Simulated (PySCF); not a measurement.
## Excitation energy of Si by level of theory

Si [Ne] 3s2 3p2 (3P) → Si [Ne] 3s1 3p3 (5S), as a difference of total energies. All numbers are calculated (PySCF 2.14, the non-relativistic Hamiltonian (point nucleus), in aug-cc-pV(D+d)Z). Correlated levels: valence: [Ne] frozen. The calculations carry no spin-orbit coupling.

```
           method  excitation energy (eV)
              UHF                   2.639
              LDA                   4.306
              PBE                   4.210
             PBE0                   4.044
           r2SCAN                   3.627
            TPSSh                   4.162
             BLYP                   4.691
            B3LYP                   4.534
           M06-2X                   4.522
    MP2 (valence)                   3.435
SCS-MP2 (valence)                   3.819
```

Question: How much does correlation contribute at MP2 (valence)?

Answer: 3.435 − (2.639) = 0.796 eV, measured against UHF.

A first-order spin-orbit estimate (lowest level to lowest level, LS coupling) adds 0.016 eV.
